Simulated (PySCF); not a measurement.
Isomers of C3H10O3Si. Computed with PySCF 2.14.0, PBE0-D3(BJ)/def2-SVP geometry optimisation, gas phase. Energies are electronic, without zero-point or thermal terms, for one conformer each. No frequencies were run at this level. Point groups hold within 0.08 Å.

Problem. Rank from lowest to highest electronic energy at this level (kcal/mol).
A. `[CH3:1][O:2][SiH:3]([O:4][CH3:5])[O:6][CH3:7]` with C1–O2–Si3–O4 166°, O2–Si3–O4–C5 48°, O2–Si3–O6–C7 168° (trimethoxysilane)
B. `[CH3:1][O:2][SiH2:3][O:4][CH2:5][CH2:6][OH:7]` with C1–O2–Si3–O4 156°, O2–Si3–O4–C5 76°, Si3–O4–C5–C6 -66°, O4–C5–C6–O7 67°, C5–C6–O7–H -82°

Solution. A (0.0), B (22.1).

As drawn, the higher has an O–H bond, which the lower lacks.

```
       SMILES      E (Eh)  E rel (kcal/mol)  dipole (D)  point group     A, B, C (MHz)
CO[SiH](OC)OC  -634.74324               0.0        0.61           C3  2077, 2062, 1105
 CO[SiH2]OCCO  -634.70802              22.1        1.45           C1  3296, 1542, 1150
```

Problem. How do the relative energies change in single points at PBE0/pcSseg-1 (no added dispersion term) on the same geometries?

Solution. 
```tsv
SMILES	PBE0-D3(BJ)/def2-SVP (kcal/mol)	PBE0/pcSseg-1 (kcal/mol)	shift
CO[SiH](OC)OC	0.0	0.0	0.0
CO[SiH2]OCCO	22.1	24.2	+2.1
```

Each column counts from its own lowest isomer. The order is unchanged; the largest shift is 2.1 kcal/mol.
